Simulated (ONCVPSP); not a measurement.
# Before and after: ONCV potential for Cl (Z = 17)

ONCVPSP 4.0.1 input, shortened (lines: element, Z, core and valence counts, functional; n l f; lmax; l rc ep ncon nbas qcut; lloc lpopt rc5 dvloc0; l nproj debl; icmod fcfact rcfact), PBEsol, scalar-relativistic:

```
  Cl 17.00    3    2  -116133      upf
    1    0    2.00
    2    0    2.00
    2    1    6.00
    3    0    2.00
    3    1    5.00
    2
    0    1.30    0.00    3    7    3.90
    1    1.05    0.00    4    8    8.00
    2    1.10    0.27    4    7    8.00
    4    4    0.95    1.00
    0    2    2.70
    1    2    0.70
    2    1    2.10
    0    0.00    0.00
```

All-electron outer shells of the reference configuration (PBEsol, scalar-relativistic, ld1.x):

```json
{"shell": "2s", "level (eV)": "-252.19", "outermost node (bohr)": "0.12", "outermost maximum (bohr)": "0.36"}
{"shell": "2p", "level (eV)": "-191.42", "outermost node (bohr)": "–", "outermost maximum (bohr)": "0.30"}
{"shell": "3s", "level (eV)": "-20.62", "outermost node (bohr)": "0.56", "outermost maximum (bohr)": "1.27"}
{"shell": "3p", "level (eV)": "-8.56", "outermost node (bohr)": "0.53", "outermost maximum (bohr)": "1.43"}
```

Change: all radii scaled by about 1.30 (s 1.70, p 1.36, d 1.44 bohr); local potential polynomial inside 1.24 bohr (lpopt 4, dvloc0 1 Ha).

Cutoffs: the cutoffs (Ha) at which the residual kinetic energy of the hardest occupied pseudo-wave falls to 1 and 0.1 mHa per electron; they do not see the model core or the augmentation charge, which bear on the density cutoff. Errors are all-electron minus pseudo energies relative to the spin-unpolarised reference configuration.

Q: What does the change do?

A: The potential gets softer (72 Ha and 176 Ha → 17 Ha and 52 Ha); the bound ghost in p disappears; of the 4 tests that both files solve, the error grows in 4 and shrinks in 0 by more than 15 % and 0.3 meV (median size 8.2 → 29.0 meV). A larger radius leaves more room for a smooth pseudo-wave, so fewer plane waves are needed. More of the atom is replaced by a form fitted at one configuration, so other configurations suffer.

```csv
quantity,base,changed
"cutoff, loose",72 Ha,17 Ha
"cutoff, tight",176 Ha,52 Ha
loose cutoff by channel,"s 72 Ha, p 56 Ha","s 17 Ha, p 15 Ha"
bound ghosts,p,none
GHOST(+) flags under 300 eV,none,none
"error for 3s2 3p4, meV [ΔE 13.84 eV]",+0.9,+2.9
"error for 3s2 3p3, meV [ΔE 39.23 eV]",+13,+29
"error for 3s2 3p2, meV [ΔE 77.49 eV]",+60,+115
"error for 3s1 3p5, meV [ΔE 26.50 eV]",+3.5,-29
```

 A true bound ghost makes a file unfit for plane-wave use even where its test errors are small: the radial tests pick states by their node count and pass the ghost by.
